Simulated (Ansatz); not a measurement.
Species: CdCl, net charge 0, doublet state. The spin state was set by rule; other spins were not relaxed. 
Coordinates optimised at B3LYP-D3(BJ)/def2-TZVP (Ansatz, a first-principles code):
```xyz
2

Cd     0.0000     0.0000    -0.6275
Cl     0.0000     0.0000     1.7717
```
Charge 0, spin multiplicity 2.

Basis-set convergence of Hartree-Fock and CCSD(T) correlation energies (hartree) with Ansatz. Valence correlation only, unless marked. Open shells are spin-unrestricted. No spin-orbit coupling. The frozen core is the preceding noble-gas configuration, with the filled d and f shells of earlier blocks. In def2 rows, elements after Kr have scalar-relativistic effective core potentials.

| basis | functions | E(HF) | E(corr, CCSD(T)) |
|---|---|---|---|
| def2-SVPD | 61 | -626.23666 | -0.42186 |
| def2-TZVPPD | 107 | -626.42223 | -0.62041 |
| def2-QZVPPD | 167 | -626.43694 | -0.67695 |

Extrapolating the two largest sets (X = 3 and 4) as X^-3: E(corr) = (64·(-0.67695) - 27·(-0.62041))/37 = -0.7182 Eh, an estimate of the basis-set limit. The largest set recovers 94.3 % of it, the smallest 58.7 %.
